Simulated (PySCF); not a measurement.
Compound: C₅H₉BF₂OSi.
SMILES with atom numbers: `[F:1][B:2]([F:3])[C@:4]12[CH2:5][C@:6]([O:7][SiH3:8])([CH2:9]1)[CH2:10]2` (hydrogens: H11, H12 on C5; H13, H14, H15 on Si8; H16, H17 on C9; H18, H19 on C10)

Geometry (PBE0-D3(BJ)/def2-SVP, Å), atoms numbered from 1 in this order:
```
atom  x, y, z in Å
F1    -3.557    0.382    1.146
B2    -2.848    0.564    0.049
F3    -3.464    1.140   -0.966
C4    -1.360    0.138   -0.059
C5    -0.158    1.094   -0.325
C6     0.429   -0.334   -0.254
O7     1.734   -0.713   -0.436
Si8    3.000   -0.193    0.528
C9    -0.735   -0.797   -1.139
C10   -0.468   -0.583    0.980
H11    0.096    1.786    0.494
H12   -0.137    1.591   -1.307
H13    4.224   -0.828   -0.026
H14    2.794   -0.610    1.948
H15    3.122    1.297    0.480
H16   -0.750   -0.426   -2.174
H17   -1.010   -1.861   -1.076
H18   -0.233   -0.018    1.896
H19   -0.721   -1.631    1.202
```

The calculation used TDDFT B3LYP/def2-SVPD, vertical, gas phase, core orbitals frozen in the response in PySCF.

Kohn–Sham orbitals with the atoms that hold most of them (Löwdin shares over 4%, at most four atoms; ? is withheld):

```tsv
orbital	ε (eV)	atoms
LUMO+2	0.05	B2 44%, F1 6%, F3 6%, C5 4%
LUMO+1	-0.07	Si8 37%, O7 12%, H14 12%, H15 11%
LUMO	?	B2 37%, F1 15%, F3 14%, C4 11%
HOMO	-7.94	?
HOMO-1	-8.43	?
HOMO-2	-9.13	C4 24%, C9 16%, B2 12%, C6 10%
HOMO-3	-9.37	C4 26%, C10 22%, C9 16%, C5 7%
```

(1) Give the leading atoms of the HOMO.

(2) Give the leading atoms of the HOMO-1.

(3) What is the LUMO energy, and the HOMO–LUMO gap?

Answers

(1) O7 (bonded to C and Si) 43%; C6 (bonded to 3 C and O) 11%; C10 (bonded to 2 C and 2 H) 11%; C5 (bonded to 2 C and 2 H) 10%. By element: oxygen 43%, carbon 32% or more.

(2) O7 (bonded to C and Si) 36%; C6 (bonded to 3 C and O) 14%; C9 (bonded to 2 C and 2 H) 12%; C5 (bonded to 2 C and 2 H) 8%. By element: oxygen 36%, carbon 33% or more.

(3) ε(LUMO) = -0.46 eV; the gap is 7.48 eV (0.2749 hartree).

Problem. The HOMO–LUMO gap is 7.48 eV. Where does the response calculation put the lowest singlet, and from which orbitals?

Solution. S1 is at 6.67 eV (f = 0.011), 0.81 eV below the gap, made of HOMO→LUMO (94%). 

Problem. Give energy, strength and leading configuration of S1, S2, S3, S5 and S7, and follow the Löwdin shares of the leading atoms from the occupied to the empty orbital.

Solution. 
- S1 (6.67 eV, f 0.011), HOMO→LUMO (94%): O7 43% → at most 11%, C6 11% → at most 11%, B2 at most 11% → 37%, F1 at most 11% → 15%
- S2 (6.81 eV, f 0.0030), HOMO→LUMO+1 (94%): O7 43% → 12%, C6 11% → at most 12%, Si8 at most 11% → 37%
- S3 (7.15 eV, f 0.030), HOMO-1→LUMO (95%): O7 36% → at most 11%, C6 14% → at most 11%, B2 at most 8% → 37%, F1 at most 8% → 15%
- S5 (7.38 eV, f 0.019), HOMO-1→LUMO+1 (98%): O7 36% → 12%, C6 14% → at most 12%, Si8 at most 8% → 37%
- S7 (7.57 eV, f 0.019), HOMO-2→LUMO (77%): C4 24% → 11%, C9 16% → at most 11%, B2 12% → 37%, F1 at most 11% → 15%

One conformer stands for the species.
